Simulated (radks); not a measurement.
Values are calculated unless marked as measured or tabulated.
Fractional charge and spin in the 3d shell of arsenic: the spin-up occupation runs from 4 to 5 and the spin-down occupation from 4 to 5; the fullest corner is As3+, [Ar] 4s2 3d(up 5, down 5). Level of theory: non-relativistic Kohn-Sham, TPSS, spin-polarised, spherical densities, point nucleus; meta-GGA in the generalised Kohn-Sham scheme (a radial shooting solver on a logarithmic mesh with Libxc functionals). Energy (eV) above the fullest corner. The planes named below are the two flat planes that join the four corners, with an edge along up + down = one added electron.

down \ up,4,4.25,4.5,4.75,5
4,206.127,174.109,143.890,115.439,88.723
4.25,174.109,143.990,115.636,89.013,64.091
4.5,143.890,115.636,89.110,64.281,41.116
4.75,115.439,89.013,64.281,41.209,19.764
5,88.723,64.091,41.116,19.764,0.000

Corners above the fullest one (they belong to As4+ and the next ion): (up 5, down 4) 88.723 eV, (up 4, down 5) 88.723 eV, (up 4, down 4) 206.13 eV. With half an added electron in each spin the energy lies 0.387 eV from the planes, and with half an added electron in spin up alone -3.535 eV. The planes are only a guide here: the flat-plane condition holds for ground states with one frontier orbital, while this shell lies below other occupied shells, so the corners above the fullest one are inner-hole states and not the ground states of those ions.
